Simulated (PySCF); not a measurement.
First SCF of a structure search on singlet Pd₂H₄, at a hand-made doubly bridged, trans geometry. PySCF input:

```python
from pyscf import gto, scf, dft
mol = gto.M(atom='''
Pd     1.098800     0.000000     0.000000
Pd    -1.098800     0.000000     0.000000
H      0.000000     1.178400     0.000000
H      0.000000    -1.178400     0.000000
H      1.858800     0.000000     1.307200
H     -1.858800     0.000000    -1.307200''',
    basis={'Pd': 'def2-TZVP', 'H': 'def2-TZVP'},
    ecp={'Pd': 'def2-TZVP'},
    charge=0, spin=0)
mf = dft.RKS(mol, xc='PBE0')
mf.grids.atom_grid = (50, 194)
aux = {'Pd': 'def2-universal-JKFIT', 'H': 'def2-universal-JKFIT'}
mf = mf.density_fit(auxbasis=aux)
mf.conv_tol = 1e-08
mf.diis_space = 10
mf.max_cycle = 60
mf.init_guess = 'minao'
mf.verbose = 4
mf.kernel()
```

Excerpt of the output (cycles and frontier levels):

```
init E= -239.087384932763
  HOMO = -0.959964442769955  LUMO = -0.926032200260305  gap/eV = 0.92334
cycle= 1 E= -254.493620375001  delta_E= -15.4  |g|= 4.31  |ddm|= 6.75
  HOMO = 0.155647401429261  LUMO = 0.240276000371692  gap/eV = 2.30286
cycle= 2 E= -214.144121006484  delta_E= 40.3  |g|= 9.81  |ddm|=  713
  HOMO = -0.57273098300654  LUMO = -0.497624497663364  gap/eV = 2.04375
cycle= 3 E= -257.649021454341  delta_E= -43.5  |g|= 1.19  |ddm|=  713
  HOMO = -0.186392947383133  LUMO = -0.132650380439014  gap/eV = 1.46241
cycle= 4 E= -257.971322849603  delta_E= -0.322  |g|= 0.699  |ddm|= 2.63
  HOMO = -0.200315520816303  LUMO = -0.0963265802316751  gap/eV = 2.82968
cycle= 5 E= -258.040833051132  delta_E= -0.0695  |g|= 0.286  |ddm|=    1
  HOMO = -0.209322908209642  LUMO = -0.110748006752057  gap/eV = 2.68236
cycle= 6 E= -258.053123608926  delta_E= -0.0123  |g|= 0.0927  |ddm|= 0.274
  HOMO = -0.214495424592095  LUMO = -0.116185222979354  gap/eV = 2.67516
cycle= 7 E= -258.054390638158  delta_E= -0.00127  |g|= 0.0432  |ddm|= 0.0697
  HOMO = -0.219465739633214  LUMO = -0.120313246473429  gap/eV = 2.69808
cycle= 8 E= -258.054702013894  delta_E= -0.000311  |g|= 0.00845  |ddm|= 0.0517
  HOMO = -0.220020355720855  LUMO = -0.120310779374296  gap/eV = 2.71324
cycle= 9 E= -258.05471450912  delta_E= -1.25e-05  |g|= 0.000821  |ddm|= 0.00868
  HOMO = -0.219982515806522  LUMO = -0.120333944546026  gap/eV = 2.71158
cycle= 10 E= -258.0547147037  delta_E= -1.95e-07  |g|= 0.000171  |ddm|= 0.00185
  HOMO = -0.219967162989386  LUMO = -0.120317055678902  gap/eV = 2.71162
cycle= 11 E= -258.054714710647  delta_E= -6.95e-09  |g|= 1.62e-05  |ddm|= 0.000262
  HOMO = -0.219965641055909  LUMO = -0.120316713008504  gap/eV = 2.71159
Extra cycle  E= -258.054714710757  delta_E= -1.1e-10  |g|= 2.16e-05  |ddm|= 5.08e-05
converged SCF energy = -258.054714710757
```

No lower solution of this spin was found from smeared starts or by a stability analysis within the restricted form, which does not test spin polarisation.

Stability towards spin polarisation was not tested.

The search for the lowest solution, 3 starts and the stability check together, took 23 s on 2 threads of a shared Intel Xeon Platinum 8259CL @ 2.50GHz (Skylake/Cascade Lake) host, with 104 basis functions. Launch command: `OMP_NUM_THREADS=2 python axn.py task.json out`.
